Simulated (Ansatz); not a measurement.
Consider the formal exchange of groups at the Si–Si bond: `[CH3][AlH][SiH](F)[SiH3]` + `C=CC=S` → `C=CC([SiH3])=S` + `[CH3][AlH][SiH2]F`.

Computed with Ansatz on PBE0-D4/def2-TZVP structures; ΔE is electronic, products minus reactants. CCSD(T)/CBS is the MP2 limit (def2-TZVPP, def2-QZVPP) plus CCSD(T) − MP2 in def2-TZVPP, frozen cores. DFT in def2-TZVPP. B3LYP here is the variant with VWN-RPA as its local correlation; programs differ in this. Each species was taken in one conformer, which may not be the lowest.

```csv
level,ΔE (kJ/mol),difference from CCSD(T)/CBS
PBE-D4,33.6,14.5
r2SCAN-D4,29.2,10.1
PBE0-D4,31.8,12.7
B3LYP-D4,23.6,4.5
B2PLYP,21.3,2.2
r2SCAN,29.7,10.6
PBE0,34.0,14.9
B3LYP,28.2,9.1
HF/def2-TZVPP,22.7,3.6
MP2/def2-TZVPP,11.3,-7.8
SCS-MP2/def2-TZVPP,12.1,-7.0
CCSD/def2-TZVPP,21.1,2.0
CCSD(T)/def2-TZVPP,19.5,0.4
HF/CBS(def2),22.5,3.4
MP2/CBS(def2),10.8,-8.3
CCSD/CBS(def2),20.7,1.6
CCSD(T)/CBS,19.1,0
```

Largest T1 diagnostic among the species: 0.017.

In def2-TZVPP, CCSD(T) changes the Hartree–Fock value by −3.2 kJ/mol (the triples alone add −1.6 kJ/mol) and MP2 by −11.4 kJ/mol. The D4 term adds −4.7 kJ/mol with B3LYP and −2.3 kJ/mol with PBE0; it sums over pairs of atoms, weighted by their polarisabilities, and B3LYP, whose exchange is more repulsive, gets the larger term.

CCSD(T)/CBS has its own doubt, a few kJ/mol and more with outer-core shells, so smaller differences from it don't rank the levels.
